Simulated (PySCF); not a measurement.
Isomers of C8H14O. Theory: PBE0-D3(BJ)/def2-SVP geometry optimisation, gas phase (PySCF). Energies are electronic, without zero-point or thermal terms, for one conformer each. No frequencies were run at this level. Point groups hold within 0.08 Å.

**Question.** Rank from lowest to highest electronic energy at this level (kJ/mol).
A. `[CH3:1][CH2:2][C@:3]12[CH2:4][CH2:5][C@H:6]([CH2:7][CH2:8]1)[O:9]2` with C1–C2–C3–C4 65°
B. `[CH3:1][C@@H:2]1[CH2:3][C@:4]12[CH2:5][CH2:6][CH2:7][C@H:8]2[OH:9]` with C7–C8–O9–H 57°, C1–C2–C3–C4 -112°, C2–C3–C4–C5 113°, C3–C4–C5–C6 146°, C4–C5–C6–C7 -28°
C. `[CH3:1][C:2](=[C:3]=[O:4])[CH2:5][C:6]([CH3:7])([CH3:8])[CH3:9]` with C1–C2–C5–C6 97°

**Answer.** A (0.0), B (67.0), C (83.7).

As drawn, the highest has a C=O bond, cumulated double bonds and a C=C bond outside aromatic rings, which the lowest lacks.

```csv
SMILES,E (Eh),E rel (kJ/mol),dipole (D),point group,"A, B, C (MHz)"
CC[C@]12CC[C@H](CC1)O2,-387.79037,0.0,1.39,Cs,"3000, 1378, 1249"
C[C@@H]1C[C@]12CCC[C@H]2O,-387.76485,67.0,1.53,C1,"2374, 1426, 1041"
CC(=C=O)CC(C)(C)C,-387.75849,83.7,1.84,C1,"2348, 1075, 897.0"
```
